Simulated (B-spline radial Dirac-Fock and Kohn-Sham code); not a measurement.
# L-shell conversion coefficients of V against transition energy

Method: a Dirac-Hartree-Slater potential of the neutral atom with a Latter tail (no hole, which puts coefficients of high multipoles low close above an edge), finite nucleus with surface currents. Computed with a radial atomic solver. Subshells within 1 keV of threshold and pair formation are left out.

| energy (keV) | E2 | E3 | E4 | E5 | M3 | M5 |
| --- | --- | --- | --- | --- | --- | --- |
| 10.4 | 542 | 135000 | 2.25e+07 | 3.00e+09 | 31900 | 6.05e+08 |
| 10.7 | 473 | 114000 | 1.84e+07 | 2.40e+09 | 27100 | 4.84e+08 |
| 14.5 | 115 | 18300 | 2.21e+06 | 2.20e+08 | 4820 | 4.52e+07 |
| 17.6 | 48.0 | 5780 | 571000 | 4.76e+07 | 1650 | 1.02e+07 |
| 20 | 27.2 | 2720 | 235000 | 1.73e+07 | 819 | 3.83e+06 |
| 31.7 | 3.74 | 191 | 9770 | 459000 | 71.0 | 122000 |
| 37.6 | 1.83 | 73.4 | 3060 | 120000 | 29.5 | 35100 |
| 50 | 0.564 | 15.4 | 454 | 13200 | 7.03 | 4540 |
| 100 | 0.0341 | 0.416 | 5.37 | 72.1 | 0.257 | 39.3 |
| 104 | 0.0292 | 0.342 | 4.22 | 54.2 | 0.215 | 30.3 |
| 123 | 0.0149 | 0.148 | 1.52 | 16.3 | 0.101 | 10.2 |
| 132 | 0.0113 | 0.104 | 0.997 | 9.90 | 0.0736 | 6.50 |
| 185 | 0.00301 | 0.0204 | 0.139 | 0.977 | 0.0171 | 0.803 |
| 200 | 0.00222 | 0.0141 | 0.0894 | 0.582 | 0.0124 | 0.503 |
| 210 | 0.00184 | 0.0112 | 0.0679 | 0.423 | 0.0101 | 0.377 |
| 272 | 0.000693 | 0.00340 | 0.0165 | 0.0810 | 0.00356 | 0.0850 |
| 301 | 0.000477 | 0.00216 | 0.00964 | 0.0434 | 0.00240 | 0.0485 |
| 304 | 0.000460 | 0.00207 | 0.00915 | 0.0409 | 0.00231 | 0.0459 |
| 357 | 0.000258 | 0.00103 | 0.00401 | 0.0157 | 0.00125 | 0.0194 |
| 445 | 0.000121 | 0.000411 | 0.00136 | 0.00452 | 0.000561 | 0.00625 |
| 448 | 0.000118 | 0.000400 | 0.00132 | 0.00436 | 0.000548 | 0.00604 |
| 500 | 8.24e-05 | 0.000259 | 0.000793 | 0.00242 | 0.000372 | 0.00353 |
| 592 | 4.85e-05 | 0.000137 | 0.000375 | 0.00102 | 0.000210 | 0.00159 |
| 1000 | 1.15e-05 | 2.43e-05 | 5.00e-05 | 0.000102 | 4.12e-05 | 0.000173 |
| 1050 | 1.02e-05 | 2.11e-05 | 4.24e-05 | 8.43e-05 | 3.58e-05 | 0.000144 |
| 1070 | 9.76e-06 | 2.00e-05 | 3.99e-05 | 7.85e-05 | 3.40e-05 | 0.000134 |
| 1370 | 5.60e-06 | 1.03e-05 | 1.85e-05 | 3.28e-05 | 1.73e-05 | 5.51e-05 |
| 2000 | 2.65e-06 | 4.29e-06 | 6.74e-06 | 1.04e-05 | 6.74e-06 | 1.64e-05 |
| 2020 | 2.61e-06 | 4.20e-06 | 6.58e-06 | 1.02e-05 | 6.59e-06 | 1.59e-05 |

**Question.** How fast do they fall between 1370 and 2020 keV?

**Answer.** As powers of the energy: E2 E^-1.97, E3 E^-2.32, E4 E^-2.67, E5 E^-3.02, M3 E^-2.49, M5 E^-3.19. Within one type (E or M) the higher multipoles fall faster.
